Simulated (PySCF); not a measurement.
Atom-mapped SMILES (the numbers label the heavy atoms): `[CH:1]#[C:2][C@@H:3]1[C@H:4]2[CH:5]=[CH:6][C@:7]1([C:8]#[CH:9])[CH:10]=[C:11]2[F:12]`. Each H is labelled by its parent atom.

No relativistic terms, one conformer, no solvent model. Shielding tensors at PBE0/pcSseg-1 (GIAO); geometry from GFN2-xTB; PySCF 2.14.0 with density-fitted response routines.

Chemical shifts δ = σref − σ; TMS for $^{13}$C (σref 186.93), all at this level.

Question: Do the $^{13}$C shifts follow the atomic charges (in e)? Tabulate both.

Answer: 
```tsv
atoms	hybridisation	δ (ppm)	σ para (ppm)	Hirshfeld	IAO	Mulliken	ESP-fitted
C11	sp2	194.4	-258	+0.09	+0.29	+0.40	+0.30
C6	sp2	160.1	-219	-0.04	-0.15	+0.10	-0.48
C5	sp2	149.9	-215	-0.05	-0.17	-0.01	-0.19
C10	sp2	121.2	-184	-0.08	-0.22	+0.01	-0.48
C2	sp	88.3	-154	-0.05	-0.04	+0.45	+0.11
C8	sp	87.8	-144	-0.04	-0.03	+0.60	-0.28
C3	sp3	82.5	-138	-0.00	-0.09	-0.11	-0.27
C9	sp	79.1	-153	-0.11	-0.23	-0.48	-0.32
C1	sp	74.7	-147	-0.11	-0.23	-0.45	-0.51
C4	sp3	59.6	-121	-0.03	-0.14	-0.19	+0.01
C7	sp3	55.4	-121	+0.03	+0.01	-0.62	+0.78
```

Correlation coefficients of δ with charge over these carbons: Hirshfeld +0.33, IAO +0.41, Mulliken +0.51, ESP-fitted -0.12; with the paramagnetic shielding -0.99. Among the 4 sp2 carbons alone: Hirshfeld +0.94, IAO +0.90, Mulliken +0.89, ESP-fitted +0.84. With so few points, grouped by hybridisation, these coefficients are fragile. Charge is one influence among several: hybridisation and low-lying excitations act through the paramagnetic term.

Shifts are as computed. Against solution values, carbons near 30 ppm lie about +3 ppm off and those near 130 ppm about +5 ppm. Of 1211 compounds with measured shifts, 218 miss one by over three times the rms of a fit or turn the order of signals round; such compounds aren't used in these exercises.
